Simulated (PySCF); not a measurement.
C5H7F.

```xyz
13

C      2.4692     0.4938     0.2582
C      1.4028    -0.2849     0.4323
C      0.0468     0.2008     0.8559
C     -1.0127    -0.1030    -0.1531
C     -2.0897    -0.8685     0.0013
F     -0.7774     0.4913    -1.3281
H      2.4170     1.5761     0.4147
H      3.4334     0.0805    -0.0484
H      1.4870    -1.3646     0.2568
H     -0.2450    -0.2662     1.8101
H      0.0795     1.2920     1.0175
H     -2.2824    -1.3561     0.9566
H     -2.7912    -1.0125    -0.8219
```

Coordinates come from a PBE0-D3(BJ)/def2-SVP optimisation. Other conformers were not sampled.

These are PySCF with PBE0/pcSseg-1 values and carry that method's errors. Non-relativistic, no solvent.

Computed absolute GIAO shielding of each atom: isotropic value and principal components (ppm):
| atom | σ(iso) | σ11 | σ22 | σ33 | span |
|---|---|---|---|---|---|
| C1 | 57.0 | -58.9 | 76.4 | 153.4 | 212.3 |
| C2 | 41.0 | -79.9 | 51.2 | 151.6 | 231.4 |
| C3 | 141.9 | 127.9 | 140.9 | 156.8 | 28.9 |
| C4 | 10.5 | -102.5 | 58.3 | 75.6 | 178.0 |
| C5 | 88.8 | -9.0 | 122.1 | 153.3 | 162.3 |
| F6 | 261.0 | 155.1 | 257.6 | 370.2 | 215.0 |
| H7 | 25.8 | 22.2 | 25.5 | 29.6 | 7.4 |
| H8 | 25.8 | 22.8 | 25.0 | 29.6 | 6.7 |
| H9 | 25.4 | 23.2 | 24.8 | 28.1 | 4.9 |
| H10 | 28.4 | 24.9 | 28.1 | 32.3 | 7.4 |
| H11 | 28.4 | 25.5 | 28.0 | 31.9 | 6.3 |
| H12 | 26.8 | 24.6 | 25.5 | 30.3 | 5.7 |
| H13 | 26.6 | 23.7 | 24.9 | 31.1 | 7.4 |
